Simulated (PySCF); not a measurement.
# Bond length, frequency and bond energy of ZrCl⁻ by level of theory

State: ³Σ⁻ (triplet), unpaired electrons δ ↑↑. Set-up: PySCF, scalar-relativistic core potentials, basis sets Zr def2-TZVPPD with ECP28, Cl def2-TZVPPD. De refers to Zr (4d2 5s2) + Cl⁻ in their high-spin ground configurations, without counterpoise correction. The functionals are run spin-unrestricted. A positive dipole points towards Cl; it is taken about the centre of mass and depends on that origin. Levels whose curve was spin-contaminated or gave no clean fit are not listed.

```json
{"Level": "ROHF", "Re (Å)": "2.519", "ωe (cm⁻¹)": "287", "De (eV)": "n/a", "μ (D)": "2.24"}
{"Level": "ROHF-MP2", "Re (Å)": "2.415", "ωe (cm⁻¹)": "323", "De (eV)": "n/a", "μ (D)": "n/a"}
{"Level": "ROHF-SCS-MP2", "Re (Å)": "2.439", "ωe (cm⁻¹)": "314", "De (eV)": "n/a", "μ (D)": "n/a"}
{"Level": "ROHF-CCSD", "Re (Å)": "2.450", "ωe (cm⁻¹)": "314", "De (eV)": "n/a", "μ (D)": "n/a"}
{"Level": "ROHF-CCSD(T)", "Re (Å)": "2.438", "ωe (cm⁻¹)": "319", "De (eV)": "2.22", "μ (D)": "n/a"}
{"Level": "M06", "Re (Å)": "2.407", "ωe (cm⁻¹)": "328", "De (eV)": "n/a", "μ (D)": "1.43"}
{"Level": "ωB97M-V", "Re (Å)": "2.443", "ωe (cm⁻¹)": "306", "De (eV)": "n/a", "μ (D)": "1.20"}
```

The bond length runs from 2.407 Å (M06) to 2.519 Å (ROHF).

Correlated steps freeze 5 core orbitals. De is left out where the level can put another filling of the metal’s s and d shells below the measured ground configuration, by anything from nothing to about 1 eV. Spin–orbit coupling is left out, which matters for elements this heavy, above all for dissociation energies. For an ion De counts to the pair picked by the measured ionisation energies or electron affinities, which need not be the lowest pair at this level. The highest Kohn–Sham level is positive in this anion. Much of that is self-interaction error, but it also means that the finite basis helps to hold the extra electron. The CCSD T1 diagnostic is raised, a sign that a single reference may not be enough here. UHF is strongly spin-contaminated for ZrCl⁻, so the ROHF reference used there is far from stable. The state is the lowest single determinant that the PBE0 search found; with open d or f shells the true ground state can be another one.

The whole job (state search and all levels along the bond) took about 50 min on 2 threads of Arm Neoverse N1 (shared host), peak memory 6.2 GiB.
